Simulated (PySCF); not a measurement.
A structure optimised at PBE-D3(BJ)/def2-SVP, used in a PySCF frequency run:

```xyz
10

Si    -0.6024     1.1020     0.0000
C      0.9654     2.1354     0.0000
N     -0.1941    -0.5857     0.0000
C      0.0655    -1.7655     0.0000
O      0.3250    -2.9202     0.0000
H     -1.4303     1.3773    -1.2241
H     -1.4303     1.3773     1.2241
H      0.7116     3.2153     0.0000
H      1.5779     1.9224    -0.8988
H      1.5779     1.9224     0.8988
```
Charge 0, spin multiplicity 1.

**Question.** Write its SMILES, formula and point group.

**Answer.** C[SiH2]N=C=O, C2H5NOSi, Cs

**Question.** What are its rotational constants (standard atomic weights)?

**Answer.** 13.347, 1.7254, 1.5721 GHz
